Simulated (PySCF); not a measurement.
TiI(NMe2)3, C6H18IN3Ti (singlet state).
SMILES: `C[N](C)[Ti]([I])([N](C)C)[N](C)C`

Method used: PySCF 2.14.0, density-fitted response routines, TDDFT wB97X-D/def2-SVPD, vertical, gas phase, core orbitals frozen in the response, def2 core potentials past Kr. Geometry: PBE0-D3(BJ)/def2-SVP; no solvent, vibrations or thermal averaging. Spin–orbit coupling is left out.

Task: List the vertical singlet excitations with oscillator strengths and describe the spectrum.

Result: 

| state | E (eV) | E (kJ/mol) | λ (nm) | f | main configurations (H = HOMO, L = LUMO) |
| --- | --- | --- | --- | --- | --- |
| S1 | 4.14 | 399 | 299.8 | 0.010 | H→L+1 (34%), H-1→L (32%), H-3→L+1 (11%) |
| S2 | 4.17 | 402 | 297.5 | 0.0005 | H-2→L (45%), H→L (19%), H-1→L+1 (16%) |
| S3 | 4.18 | 403 | 296.9 | 0.0004 | H-2→L+1 (43%), H→L+1 (18%), H-1→L (17%) |
| S4 | 4.45 | 429 | 278.6 | 0.035 | H→L (54%), H-2→L (17%) |
| S5 | 4.47 | 431 | 277.6 | 0.045 | H-1→L (17%), H→L+1 (16%), H-2→L+1 (16%) |
| S6 | 4.47 | 432 | 277.2 | 0.043 | H-1→L+1 (42%), H-2→L+1 (24%) |
| S7 | 4.80 | 463 | 258.2 | 0.048 | H→L+2 (58%), H-3→L+2 (9%) |
| S8 | 4.81 | 464 | 257.8 | 0.046 | H-1→L+2 (58%), H-4→L+2 (9%) |
| S9 | 4.92 | 475 | 252.0 | 0.0001 | H-2→L+2 (27%), H-4→L (23%), H-3→L+1 (17%) |
| S10 | 5.02 | 484 | 247.1 | 0.017 | H-3→L (40%), H-4→L+1 (34%) |
| S11 | 5.02 | 484 | 246.9 | 0.017 | H-3→L+1 (40%), H-4→L (35%) |
| S12 | 5.11 | 493 | 242.4 | 0.052 | H-2→L+2 (17%), H-3→L+1 (16%), H-4→L (13%) |
| S13 | 5.20 | 501 | 238.6 | 0.0027 | H-4→L+1 (18%), H-3→L (17%), H-2→L+2 (15%) |
| S14 | 5.35 | 516 | 232.0 | 0.0048 | H→L+4 (31%), H-1→L+5 (15%), H-3→L+2 (14%) |
| S15 | 5.35 | 516 | 231.7 | 0.0059 | H-1→L+4 (22%), H→L+5 (21%), H-4→L+2 (18%) |

Triplets, Tamm–Dancoff:

```tsv
state	E (eV)	λ (nm)	main configurations (H = HOMO, L = LUMO)
T1	3.46	358.1	H→L (26%), H-1→L+1 (21%), H-3→L (15%)
T2	3.60	344.8	H-2→L (20%), H→L+1 (16%), H-1→L (15%)
T3	3.60	344.0	H-2→L+1 (21%), H-1→L+1 (17%), H→L (13%)
T4	4.01	308.9	H-2→L (45%), H-1→L+1 (12%), H→L (11%)
```

The lowest singlet lies at 4.14 eV (300 nm, ultraviolet) and is weak; its leading configuration is HOMO→LUMO+1 (34%). The strongest level in the table is S7/S8 at 4.80 eV (258 nm, f = 0.094 summed). S2/S3, S5/S6, S7/S8, S10/S11 and S14/S15 lie within about 0.01 eV of each other in each set. For S1 the Löwdin share of titanium is 5% in HOMO and 71% in LUMO+1 (ligand-to-metal charge transfer by this measure). The listed states span 1.22 eV, and the widest gap between neighbours is 0.33 eV (S6 to S7). Orbital energies (eV): HOMO-3 -8.95, HOMO-2 -8.55, HOMO-1 -8.26, HOMO -8.25, LUMO 0.72, LUMO+1 0.73, LUMO+2 1.10. Orbitals of the list HOMO-3 to LUMO+2 that lie within 0.01 eV of each other are written together with a slash and their weights summed (≥ marks a lower bound); for degenerate orbitals outside that list single weights are arbitrary. Only the lowest 15 singlets were computed, as vertical energies without vibronic structure.

The run took 3.0 min wall, 6.5 min CPU (with the writing of density and orbital grids) on 2 threads, Intel Xeon Platinum 8559C (x86_64), shared host with 192 logical CPUs at a one-minute load of 24, and the process peaked at 3.6 GiB of memory.
